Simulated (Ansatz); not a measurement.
The pair A = CH3F (SMILES CF) (first 5 atoms), B = CHN (SMILES C#N); geometry from B3LYP-D3(BJ)/def2-TZVP.
(charge 0, multiplicity 1):
```
atom    x (Å)    y (Å)    z (Å)
----  -------  -------  -------
C     -0.0832   0.4859  -0.5054
F     -0.1548  -0.6706   0.2818
H      0.8397   0.4488  -1.0823
H     -0.9494   0.5029  -1.1653
H     -0.0876   1.3538   0.1537
C     -0.2656  -0.1929   3.3268
N     -0.2974   0.2014   4.4031
H     -0.2352  -0.5474   2.3157
```

Frozen-core correlation. MP2 and its Hartree–Fock in aug-cc-pVQZ, aug-cc-pVTZ are density fitted.

Codes used: Ansatz (Gaussian orbitals). Each number belongs to the level named beside it.

The counterpoise-corrected interaction energy is E(AB) − E(A in the pair's basis) − E(B in the pair's basis). Total energies (hartree):

| level | AB | A in the pair's basis | B in the pair's basis |
|---|---|---|---|
| HF/aug-cc-pVTZ | -232.0114135 | -139.0968213 | -92.9099289 |
| MP2/aug-cc-pVTZ | -232.8064729 | -139.5417851 | -93.2591966 |
| HF/aug-cc-pVQZ | -232.0261612 | -139.1061661 | -92.9152813 |
| MP2/aug-cc-pVQZ | -232.8709910 | -139.5812062 | -93.2840856 |
| MP2/aug-cc-pVDZ | -232.6043589 | -139.4177634 | -93.1814843 |
| CCSD(T)/aug-cc-pVDZ | -232.6560277 | -139.4476109 | -93.2033293 |

**Question.** Work out the counterpoise-corrected interaction energy at the basis-set limit: extrapolate the MP2 correlation part as X⁻³, take Hartree–Fock from the larger set, and add the CCSD(T) − MP2 difference of aug-cc-pVDZ.

**Answer.** 
1. Differences (1 hartree = 627.509 kcal/mol): HF/aug-cc-pVTZ -2.926; MP2/aug-cc-pVTZ -3.446; HF/aug-cc-pVQZ -2.958; MP2/aug-cc-pVQZ -3.576; MP2/aug-cc-pVDZ -3.207; CCSD(T)/aug-cc-pVDZ -3.192.
2. Correlation parts, MP2 less HF: -0.519 in aug-cc-pVTZ (X = 3), -0.618 in aug-cc-pVQZ (X = 4).
3. Limit (4³·(-0.618) − 3³·(-0.519))/(4³ − 3³) = -0.690; with HF/aug-cc-pVQZ it gives -3.648.
4. CCSD(T) less MP2 in aug-cc-pVDZ: 0.015.
Result: -3.63 kcal/mol, against -3.45 at MP2/aug-cc-pVTZ. It is an estimate of this method's limit, not of the exact value.

Ansatz is an electronic-structure program.
